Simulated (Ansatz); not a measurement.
Job for Ansatz (a first-principles code): U-CCSD(T)/cc-pV(T+d)Z on H (SMILES [H]). The basis file is the Basis Set Exchange's JSON of that set.

Ansatz 0.2 input:
```yaml
crystal:
  periodic: [false, false, false]
  atoms:
    - {symbol: H, position_ang: [0.00000000, 0.00000000, 0.00000000]}
basis:
  gaussian:
    orbitals: cc-pV_T+d_Z.json
magnetization: {spin_polarized: true, initial_magnetization: 1}
correlation: {method: ccsd_t, electrons: outside_noble_gas}
scf: {omitted_lower_state_checks: [cluster_reference]}
```

Problem. Give the final energy of this run.

Solution. -0.4998 hartree (reference determinant -0.4998, T1 diagnostic 0.000).
